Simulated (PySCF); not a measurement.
PySCF 2.14 output of an unrestricted LC-wPBE calculation on a single atom or ion in cc-pVDZ-X2C, with scalar relativity by spin-free X2C-1e:

```
SCF conv_tol = 1e-09
number electrons alpha = 28  beta = 27
    O. A. Vydrov and G. E. Scuseria.,  J. Chem. Phys. 125, 234109 (2006)
cycle= 1 E= -8491.31603109074  delta_E= -0.00504  |g|= 0.0111  |ddm|= 0.582
cycle= 2 E= -8491.31609576263  delta_E= -6.47e-05  |g|= 0.0039  |ddm|= 0.0206
cycle= 3 E= -8491.31610215078  delta_E= -6.39e-06  |g|= 0.00085  |ddm|= 0.0088
cycle= 4 E= -8491.31610306827  delta_E= -9.17e-07  |g|= 0.000135  |ddm|= 0.00344
cycle= 5 E= -8491.31610311221  delta_E= -4.39e-08  |g|= 1.82e-05  |ddm|= 0.00221
cycle= 6 E= -8491.31610311316  delta_E= -9.48e-10  |g|= 7.45e-07  |ddm|= 0.000882
converged SCF energy = -8491.31610311316  <S^2> = 0.75033394  2S+1 = 2.0003339
```

The run itself started from symmetry-adapted Hartree-Fock orbitals and held the occupation by maximum overlap, on a logarithmic radial grid, so the iterations belong to that start.

Question: Which element, charge and spin multiplicity is this?

Answer: La²⁺ (lanthanum, charge +2), multiplicity 2; the state was [Xe] 6s1, 2S determinant (an excited configuration).

Spin-orbit coupling, which splits the p, d and f shells strongly at this Z, is absent.
